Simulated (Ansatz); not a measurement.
The first iterations of a band of F₂H₂NSi (6 atoms, charge 0, multiplicity 2).

Computed with UKS PBE0-D4/def2-SVP in Ansatz.

```json
{
  "movable images": "7",
  "climbing image": "yes",
  "spring": "2.0 to 10.0 eV/Å², energy-weighted",
  "optimiser": "quadratic models (default)",
  "start path": "through a guess of the saddle point",
  "force threshold": "0.05 eV/Å",
  "iteration limit": "60",
  "end points": "relaxed"
}
```

First end point:

```xyz
6
Properties=species:S:1:pos:R:3
N -0.072 1.087 -0.813
Si 0.177 -0.215 0.312
F 1.573 -0.916 -0.071
F -0.949 -1.369 0.230
H -0.917 1.042 -1.395
H 0.230 0.307 1.691
```

Last end point:

```xyz
6
Properties=species:S:1:pos:R:3
N -0.395 1.151 -0.631
Si 0.123 -0.187 0.361
F 1.488 -0.806 -0.231
F -0.999 -1.344 0.319
H -0.521 0.905 -1.622
H 0.346 0.217 1.758
```

| iteration | highest image above the first end (eV) | largest band force component (eV/Å) |
| --- | --- | --- |
| 1 | 0.262 | 2.769 |
| 2 | 0.053 | 1.401 |

Does the band converge within its limit, and where does its top end?

The run converged. It ended after 6 iterations with the highest image 0.001 eV above the first end. The top lies less than 8 meV above the higher end, about what the thresholds resolve: that end is a shoulder or a very shallow well. Another band between the same ends (7 images) ends at a top of the same energy, where a vibrational analysis finds no clearly imaginary modes.

Time of the run: 3 min on 1 CPU thread of a shared host.
